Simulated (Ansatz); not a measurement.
`C[SiH](F)[SiH2]N` + H₂Te → `N[SiH2][TeH]` + `C[SiH2]F` at 600 K and 1 bar (cleavage of the Si–Si bond).

Program: Ansatz. Geometries: PBE0-D4/def2-TZVP. ΔE: electronic, gas phase. CCSD(T)/CBS is the MP2 limit (def2-TZVPP, def2-QZVPP) plus CCSD(T) − MP2 in def2-TZVPP, frozen cores. Elements past krypton have def2 core potentials. For Te outer-core shells are correlated without core-valence functions, which leaves a few kJ/mol of doubt a bond. One conformer a species, not always the lowest.

```json
{"species": "`C[SiH](F)[SiH2]N`", "CCSD(T)/CBS energy (Eh)": "-775.61955", "H − E (kJ/mol)": "318.8", "S (J/(mol·K))": "503.8"}
{"species": "H₂Te", "CCSD(T)/CBS energy (Eh)": "-268.91024", "H − E (kJ/mol)": "52.9", "S (J/(mol·K))": "255.0"}
{"species": "`N[SiH2][TeH]`", "CCSD(T)/CBS energy (Eh)": "-614.55865", "H − E (kJ/mol)": "183.7", "S (J/(mol·K))": "408.1"}
{"species": "`C[SiH2]F`", "CCSD(T)/CBS energy (Eh)": "-430.00374", "H − E (kJ/mol)": "191.4", "S (J/(mol·K))": "351.0"}
```

H − E and S are ideal-gas, rigid-rotor, harmonic terms from PBE0-D4/def2-TZVP, for one conformer and one mirror image of each species. 1 Eh = 2625.50 kJ/mol, R = 8.31446 J/(mol·K).

Q: By hand: ΔE, ΔH, ΔS and ΔG.

A: ΔE = (-614.55865) + (-430.00374) − (-775.61955) − (-268.91024) = -0.03260 Eh = -85.6 kJ/mol. Δ(H − E) = 183.7 + 191.4 − 318.8 − 52.9 = 3.4, so ΔH = -82.2 kJ/mol. ΔS = 408.1 + 351.0 − 503.8 − 255.0 = 0.3 J/(mol·K). ΔG = -82.2 − 600 × (0.3)/1000 = -82.4 kJ/mol.

Q: By hand: the equilibrium constant, and the temperature at which ΔG would vanish if ΔH and ΔS stayed fixed.

A: log₁₀ K = −ΔG/(RT ln 10) = 7.2. ΔH and −TΔS have one sign here, so there is no such temperature. One of them is within its doubt of zero, so this could turn.

The number of gas molecules stays the same, so ΔS is small and ΔH decides. A doubt of 5 kJ/mol in ΔE shifts log₁₀ K by 0.4 here. Other conformers and mirror images would add mixing entropy, several J/(mol·K) or more a flexible species. Modes under 60 cm⁻¹, often nearly free rotors, make the harmonic entropy too high. These are equilibria of isolated gas molecules and say nothing of rates. Largest T1 diagnostic: 0.011 (customary marks: 0.02 for closed shells, 0.045 for open ones).
